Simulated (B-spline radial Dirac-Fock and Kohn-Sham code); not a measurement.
# Energy-loss ionisation edge M3 of Ag

System: the free silver atom, configuration [Kr] 4d10 5s1. Model: the first Born approximation with generalised oscillator strengths from a Dirac-Hartree-Slater potential (longitudinal and transverse terms; continuum final states only, so no white lines or fine structure). Program: a radial finite-basis atomic code. The edge is taken at 573.0 eV (tabulated value).

Generalised oscillator strength df/dE of the whole subshell in 10⁻³ per eV, against momentum transfer:

```
q (1/a₀)  6 eV above  40 eV above  80 eV above  125 eV above
  0.0400        2.68         3.40         3.19          3.00
  0.0695        2.68         3.40         3.19          3.00
   0.121        2.67         3.40         3.19          3.01
   0.210        2.67         3.41         3.20          3.01
   0.365        2.65         3.42         3.22          3.03
   0.634        2.60         3.44         3.30          3.09
    1.10        2.46         3.49         3.51          3.26
    1.91        2.11         3.54         3.95          3.63
    3.33        1.52         3.19         4.20          3.99
    5.78       0.830         1.80         2.63          2.76
    10.0       0.193        0.345        0.490         0.552
    17.5      0.0105       0.0169       0.0205        0.0230
    30.3    0.000430     0.000501     0.000538      0.000579
```

As q goes to zero the values tend to the optical oscillator strength. At 125 eV above the edge the largest value on this grid is at q = 3.33 per a₀; a free electron at rest would take up the loss of 698 eV at q = 7.16 per a₀, where the Bethe ridge forms once the loss is well above the edge energy.

Values without a named source are computed, but for edge energies of neutral atoms, which are taken from tables.
